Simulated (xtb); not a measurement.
dimethyl telluride (C$_{2}$H$_{6}$Te), singlet, geometry from GFN2-xTB; GFN2-xTB (xtb).

Here is a job for xtb.
```
$ xtb mol.xyz --gfn 2 --json

# file mol.xyz
9

C      1.51403960    -0.61814695     0.97361016
Te     0.01637111     0.19648656    -0.35400888
C     -1.60205503    -0.43829160     0.92933228
H      1.38011691    -1.68745138     1.07645886
H      2.48866467    -0.41855255     0.54994310
H      1.44343271    -0.14926988     1.94678120
H     -1.59498997    -1.51573359     1.03418433
H     -2.53486000    -0.12860379     0.47856174
H     -1.50556944     0.02094119     1.90487761
```

It wrote (shortened):

```
   ID    Z sym.   atoms
    1    6 C      1, 3
    2   52 Te     2
    3    1 H      4-9

           -------------------------------------------------
          |                Calculation Setup                |
           -------------------------------------------------

           -------------------------------------------------
          |                 G F N 2 - x T B                 |
           -------------------------------------------------

          ...................................................
          :                      SETUP                      :
          :.................................................:
          :  # basis functions                  24          :
          :  # atomic orbitals                  23          :
          :  # shells                           13          :
          :  # electrons                        20          :
          :  max. iterations                   250          :
          :  Hamiltonian                  GFN2-xTB          :
          :  restarted?                      false          :
          :  GBSA solvation                  false          :
          :  PC potential                    false          :
          :  electronic temp.          300.0000000     K    :
          :  accuracy                    1.0000000          :
          :  -> integral cutoff          0.2500000E+02      :
          :  -> integral neglect         0.1000000E-07      :
          :  -> SCF convergence          0.1000000E-05 Eh   :
          :  -> wf. convergence          0.1000000E-03 e    :
          :  Broyden damping             0.4000000          :
          :  net charge                          0          :
          :  unpaired electrons                  0          :
          ...................................................

 iter      E             dE          RMSdq      gap      omega  full diag
   1    -10.4903844 -0.104904E+02  0.913E+00    4.16       0.0  T
   2    -10.4860544  0.433000E-02  0.917E+00    3.82       1.0  T
   3    -10.5148140 -0.287596E-01  0.496E+00    4.10       1.0  T
   4    -10.5139837  0.830338E-03  0.129E+00    4.12       1.0  T
   5    -10.5153302 -0.134652E-02  0.135E-01    4.19       1.0  T
   6    -10.5153214  0.880978E-05  0.550E-02    4.18       1.0  T
   7    -10.5153340 -0.126583E-04  0.659E-03    4.19       5.1  T
   8    -10.5153340  0.315464E-07  0.467E-03    4.19       7.1  T
   9    -10.5153340 -0.392796E-07  0.121E-03    4.19      27.5  T
[...]
         :: total energy             -10.397626784784 Eh    ::
[...]
     2  52 Te       1.785     0.044   418.078    37.795
     3   6 C        3.667    -0.118    23.039     6.882
     4   1 H        0.926     0.033     2.538     2.491
     5   1 H        0.926     0.029     2.597     2.520
     6   1 H        0.926     0.033     2.537     2.491
     7   1 H        0.926     0.033     2.538     2.491
     8   1 H        0.926     0.029     2.597     2.520
     9   1 H        0.926     0.033     2.537     2.491

 Mol. C6AA /au·bohr⁶  :       1556.401804
 Mol. C8AA /au·bohr⁸  :      83972.871603
 Mol. α(0) /au        :         66.563922

Wiberg/Mayer (AO) data.
largest (>0.10) Wiberg bond orders for each atom

 ---------------------------------------------------------------------------
     #   Z sym  total        # sym  WBO       # sym  WBO       # sym  WBO
 ---------------------------------------------------------------------------
     1   6 C    3.990 --     5 H    0.998     4 H    0.994     6 H    0.994
                             2 Te   0.986
     2  52 Te   1.979 --     3 C    0.986     1 C    0.986
     3   6 C    3.990 --     8 H    0.998     7 H    0.994     9 H    0.994
                             2 Te   0.986
     4   1 H    0.999 --     1 C    0.994
     5   1 H    0.999 --     1 C    0.998
     6   1 H    0.999 --     1 C    0.994
     7   1 H    0.999 --     3 C    0.994
     8   1 H    0.999 --     3 C    0.998
     9   1 H    0.999 --     3 C    0.994
 ---------------------------------------------------------------------------

Topologies differ in total number of bonds
Writing topology from bond orders to xtbtopo.mol

molecular dipole:
                 x           y           z       tot (Debye)
 q only:        0.001       0.011      -0.019
   full:       -0.018      -0.220       0.396       1.152
molecular quadrupole (traceless):
                xx          xy          yy          xz          yz          zz
 q only:       -0.110       0.008       0.007      -0.007      -0.075       0.103
  q+dip:        0.199      -0.007       0.187       0.035       0.461      -0.385
   full:        2.327      -0.228      -1.907      -0.030      -1.207      -0.421

           -------------------------------------------------
          | TOTAL ENERGY              -10.397626784784 Eh   |
          | GRADIENT NORM               0.000059196312 Eh/α |
          | HOMO-LUMO GAP               4.187898623858 eV   |
           -------------------------------------------------

normal termination of xtb
```
